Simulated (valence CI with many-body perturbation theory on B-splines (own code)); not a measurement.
**Level structure of I XIII**

Calculated by valence CI with perturbative core correlation (CI+MBPT): five valence electrons over a frozen Dirac-Fock core [Kr], radial functions for each j: 7 s, 7 p, 8 d, 6 f, 4 g, 1 h, with the one-electron correlation potential Σ1, the two-electron term Σ2, the three-electron term Σ3, Breit, model QED; selected CI, second order for the rest, scaled by the run's own slope (own B-spline code, finite nucleus).

No measured levels were compared; by estimate terms of the open shell hold to 2 to 4 % of their energy, and close levels can change places. Core correlation moves these levels by up to 11000 cm⁻¹, and in measured spectra 5 to 20 % of such shifts remained as error; rates that hang on mixing are uncertain with them. Among the levels kept, up to 390 cm⁻¹ of a level comes from second order outside the variational space, and about a tenth of that is noise between levels of different J, which matters for small intervals. The list stops below the first excitations out of the core. Only levels of the ground parity were solved; by the run's estimate the other parity begins above the list, which can be wrong where configurations are misplaced.

Levels 1 to 37 of 37, with energies above the lowest level, 4d5 6S_5/2. "Leading %" is the weight of the configuration and term that name the level; weights of strongly mixed levels are sums over their largest components and can fall short. Lifetimes count E1, E2, E3, M1 and M2 decay at the calculated energies, and are blank where another channel may lead or the interval is too uncertain; long ones can be off by a factor of two.

| No. | Configuration | Term | J | E (cm⁻¹) | Leading % | g | Lifetime |
| --- | --- | --- | --- | --- | --- | --- | --- |
| 1 | 4d5 | 6S | 5/2 | 0.0 | 90 | 1.959 |  |
| 2 | 4d5 | 4G | 5/2 | 34814 | 37 | 0.987 | 11.7 ms |
| 3 | 4d5 | 4G | 7/2 | 41343 | 73 | 1.057 | 112 ms |
| 4 | 4d5 | 4G | 11/2 | 42495 | 84 | 1.239 |  |
| 5 | 4d5 | 4D | 3/2 | 43625 | 48 | 1.383 | 6.22 ms |
| 6 | 4d5 | 4G | 5/2 | 43759 | 41 | 1.084 | 7.64 ms |
| 7 | 4d5 | 4G | 9/2 | 44102 | 89 | 1.170 | 1.19 s |
| 8 | 4d5 | 4P | 1/2 | 48550 | 58 | 1.651 | 161 ms |
| 9 | 4d5 | 4D | 7/2 | 52686 | 74 | 1.335 | 25.5 ms |
| 10 | 4d5 | 4D | 5/2 | 57509 | 38 | 1.319 | 5.87 ms |
| 11 | 4d5 | 4D | 1/2 | 59366 | 62 | 0.970 | 15.7 ms |
| 12 | 4d5 | 2I | 11/2 | 60832 | 77 | 0.976 | 22.3 ms |
| 13 | 4d5 | 4P | 3/2 | 61781 | 46 | 1.399 | 5.44 ms |
| 14 | 4d5 | 2I | 13/2 | 65804 | 99 | 1.076 | 157 ms |
| 15 | 4d5 | 2F | 7/2 | 66020 | 41 | 1.124 | 34.7 ms |
| 16 | 4d5 | 2G | 9/2 | 67758 | 47 | 1.175 | 19.5 ms |
| 17 | 4d5 | 4F | 3/2 | 68141 | 51 | 0.652 | 5.62 ms |
| 18 | 4d5 | 2F | 5/2 | 70011 | 29 | 1.063 | 2.99 ms |
| 19 | 4d5 | 4F | 5/2 | 76472 | 37 | 1.086 | 4.12 ms |
| 20 | 4d5 | 2H | 9/2 | 78567 | 51 | 1.101 | 4.55 ms |
| 21 | 4d5 | 2G | 7/2 | 80349 | 55 | 1.021 | 12.7 ms |
| 22 | 4d5 | 2D | 3/2 | 83153 | 53 | 0.685 | 7.05 ms |
| 23 | 4d5 | 2F | 5/2 | 84586 | 57 | 0.983 | 4.90 ms |
| 24 | 4d5 | 2F | 7/2 | 85533 | 61 | 1.109 | 3.27 ms |
| 25 | 4d5 | 2F | 7/2 | 90152 | 51 | 1.150 | 7.37 ms |
| 26 | 4d5 | 2H | 11/2 | 90424 | 75 | 1.068 | 2.96 ms |
| 27 | 4d5 | 2G | 9/2 | 92096 | 46 | 1.077 | 7.36 ms |
| 28 | 4d5 | 2S | 1/2 | 92438 | 86 | 1.966 | 4.09 ms |
| 29 | 4d5 | 2D | 5/2 | 99559 | 46 | 1.057 | 2.24 ms |
| 30 | 4d5 | 2D | 3/2 | 103960 | 92 | 0.815 | 2.47 ms |
| 31 | 4d5 | 2D | 5/2 | 110670 | 74 | 1.145 | 2.31 ms |
| 32 | 4d5 | 2G | 9/2 | 114770 | 98 | 1.110 | 5.16 ms |
| 33 | 4d5 | 2G | 7/2 | 117850 | 89 | 0.912 | 3.71 ms |
| 34 | 4d5 | 2P | 3/2 | 132330 | 86 | 1.263 | 4.91 ms |
| 35 | 4d5 | 2P | 1/2 | 137880 | 92 | 0.746 | 2.76 ms |
| 36 | 4d5 | 2D | 5/2 | 151190 | 96 | 1.197 |  |
| 37 | 4d5 | 2D | 3/2 | 154410 | 85 | 0.862 |  |

Names give the largest LS component (configuration and term), which can be under half, so a name can repeat, a term be missing and a line seem to break the LS rules; names also repeat where a configuration has a term twice.

The ionisation energy to 4d4 5D_0 of the next ion comes out as 279.51 eV (NIST: 279 ± 3 eV (theoretical)). All 37 levels together are meant to be complete up to 479140 cm⁻¹.
